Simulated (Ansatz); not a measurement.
```yaml
crystal:
  periodic: [false, false, false]
  atoms:
    - {symbol: Al, position_ang: [-0.643246, -0.324221, 2.256852]}
    - {symbol: Al, position_ang: [1.575752, 2.171968, -1.343214]}
    - {symbol: Al, position_ang: [-0.768712, -2.382553, 0.689131]}
    - {symbol: Al, position_ang: [-0.776119, 0.537243, -0.539938]}
    - {symbol: Sb, position_ang: [1.069176, 1.616121, 1.334018]}
    - {symbol: Sb, position_ang: [-2.836355, -0.719426, 0.336243]}
    - {symbol: Sb, position_ang: [1.669702, -0.923463, -0.065905]}
    - {symbol: Sb, position_ang: [0.709780, 0.024332, -2.667178]}
basis:
  gaussian: {orbitals: def2-TZVP}
total_charge: 1
magnetization: {spin_polarized: true, initial_magnetization: 1}
hamiltonian: {xc: pbe0, dispersion: d4}
scf: {omitted_lower_state_checks: [starts]}
output: {orbitals: {seedname: orbitals}}
```

```sh
$ ansatz run in.yaml --threads 4 --pin off --events-out ev --progress --plain --max-ram 4787MiB
```

(1) Does this run fit into the memory that it is given?

## Answers

(1) No. It has 348 basis functions, and Ansatz plans for 6 GiB where 5 GiB are given.
